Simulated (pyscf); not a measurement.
Structures and frequencies: ωB97X-D3(BJ)/def2-SVP in PySCF.

Q: How much does it cost (ΔH, 298 K, ωB97M-D3(BJ)/def2-TZVP) to split O=Mo(=O)(OH)–Br at its Br–Mo bond into [O=Mo(=O)–OH]• + Br•?

A: Br–Mo to [O=Mo(=O)–OH]• + Br•: 82.3 kcal/mol. The 7 functionals that were run give +80.4 (M06-2X) to +92.4 kcal/mol (ωB97X-D3(BJ)). The radicals are drawn with the spin at the cut bond; how far it spreads was not checked. Other isomers of [O=Mo(=O)–OH]• were not searched in full and may lie lower. Left out: the spin-orbit lowering of Br, which is large for Br, Se, Te and I. Open-shell species with a d-block atom are single-reference here; other states, and whether the spin sits on metal or ligand, were not checked. Elements up to Kr have no core potential and no relativistic terms here. Elements past Kr carry the def2 core potentials, without spin-orbit coupling.
